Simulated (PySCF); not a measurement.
## How methods differ on the ionisation energy of Os

Os [Xe] 4f14 5d6 6s2 (5D) → Os+ [Xe] 4f14 5d6 6s1 (6D), as a difference of total energies. Calculation: PySCF 2.14, in aug-cc-pwCVDZ-PP with ECP60MDF; scalar relativity through the core potential. Correlated levels: valence: 5s2 5p6 frozen. The calculations carry no spin-orbit coupling.

| method | ionisation energy (eV) |
| --- | --- |
| UHF | 6.517 |
| MP2 (valence) | 7.972 |
| SCS-MP2 (valence) | 8.185 |
| CCSD (valence) | 7.985 |
| CCSD(T) (valence) | 8.092 |

Problem. How much does correlation contribute at CCSD(T) (valence)?

Solution. 8.092 − (6.517) = 1.575 eV, measured against UHF.

Errors of the correlated levels include the incompleteness of this basis and the frozen core.

For comparison: 8.473 eV (measured; NIST levels, between the centres of gravity of the two terms).
